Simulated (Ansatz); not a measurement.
Species: C3H3F2 (charge 0, doublet). It need not be the lowest isomer of its formula. SMILES: C=C[C](F)F
Geometry from a B3LYP-D3(BJ)/def2-TZVP (Ansatz, a first-principles code) optimisation:
```xyz
8

C      1.9151    -0.5032    -0.2980
C      0.8455    -0.2162     0.5289
C     -0.4094     0.1079     0.1011
F     -1.4231     0.3801     0.9059
F     -0.7732     0.1915    -1.1665
H      1.8173    -0.4874    -1.3737
H      2.8773    -0.7509     0.1224
H      0.9644    -0.2375     1.6049
```
Charge 0, spin multiplicity 2.

Parts of the frozen-core correlation energy in cc-pwCVTZ (Ansatz, hartree). Frozen orbitals: 5; correlated occupied orbitals by spin: 15 and 14; virtual: 237 and 238. Open shells are spin-unrestricted. Spin-orbit coupling is left out. Non-relativistic.

| term | value |
|---|---|
| reference (HF) | -314.29186 |
| MP2 opposite-spin | ___ |
| MP2 same-spin | ___ |
| CCSD correlation | ___ |
| (T) | -0.03807 |
| T1 diagnostic | 0.024 |
| largest doubles amplitude | 0.086 |
| <S^2> of the reference | 0.939 |

**Question.** Complete the blanks.

**Answer.** 
- MP2 opposite-spin, value: -0.71428
- MP2 same-spin, value: -0.24493
- CCSD correlation, value: -0.98928
